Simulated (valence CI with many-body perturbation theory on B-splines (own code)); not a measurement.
Pb51+: key properties

Calculated by configuration interaction combined with many-body perturbation theory (CI+MBPT): three valence electrons over a frozen Dirac-Fock core [Ar] 3d10, a basis of 11 s, 11 p, 10 d, 8 f, 5 g, 2 h functions for each j, with the one-electron correlation potential Σ1 (screened to all orders), the two-electron term Σ2, the three-electron term Σ3, Breit, model QED; selected single and double excitations, second order for the rest, scaled by the run's own slope (own B-spline code, finite nucleus).

The last digits are not significant, and no measured levels were compared; by estimate large intervals hold to a few tenths of a per cent, small ones and those within an open d or f shell to about a per cent.

Levels are named by their leading jj configuration (3d3/2^4 stands for four electrons in 3d with j = 3/2), which in mixed levels can hold well under half, so a name can repeat and another be missing.

Rates and lifetimes use the calculated energies. Strong lines usually hold to 10 to 20 %, long lifetimes can be off by a factor of two.

Task: What is the ground level?

Result: (4s^2 4p1/2) J=1/2, composition 100 % 4s²4p ²P°, g = 0.657.

Task: What is the ionisation energy?

Result: 3038 eV; NIST lists 3036 ± 4 eV (theoretical).

Task: Among levels below 81.261 Ry, which E1 lines absorb most strongly from the ground level?

Result: to (4s^2 4d3/2) J=3/2 at 3.442 nm, f = 0.870; to (4s 4p1/2 4p3/2) J=3/2 at 4.191 nm, f = 0.445; to (4s 4p1/2 4p3/2) J=1/2 at 4.158 nm, f = 0.400.

Task: How well does LS coupling describe the low levels?

Result: Among the lowest 20 levels the leading LS term, summed over configurations, holds 66 % on average. For single configurations the figures are 65 % in LS and 97 % in jj coupling. Terms mix most in the J = 3/2 level at 35.223 Ry, where the leading one holds 35 %.

Task: Name the longest-lived excited levels whose lifetime is computed, and their main decay.

Result: (4s 4p3/2 4d5/2) J=9/2 at 48.240 Ry lives 44.9 ns, mostly by M1 to (4s 4p1/2 4d5/2) J=7/2; (4s^2 4p3/2) J=3/2 at 12.493 Ry lives 26.1 ns, mostly by M1 to (4s^2 4p1/2) J=1/2.

Task: Where does the other parity begin?

Result: At (4s 4p1/2^2) J=1/2, 8.682 Ry.
